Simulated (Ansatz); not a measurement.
Ansatz (a first-principles code) input:
A basis named .json is the Basis Set Exchange file of that set.

Ansatz 0.2 input:
```yaml
crystal:
  periodic: [false, false, false]
  atoms:
    - {symbol: La, position_ang: [-0.04099896, 0.07777298, 0.19243406]}
    - {symbol: F, position_ang: [-1.71585733, -1.26542807, -0.34519080]}
    - {symbol: F, position_ang: [0.10086369, 1.79595987, -1.19540200]}
    - {symbol: F, position_ang: [1.87465371, -1.02309400, 0.32184375]}
basis:
  gaussian:
    orbitals: def2-QZVPP.json
hamiltonian:
  xc: pbe
total_charge: -1
magnetization: {spin_polarized: true, initial_magnetization: 1}
correlation: {method: rpa, electrons: outside_noble_gas}
```

Question: Predict the final energy.

Answer: -331.22175 Eh (RPA@PBE/def2-QZVPP). The basis has 252 functions.

The spin state was set by rule; other spins were not relaxed.
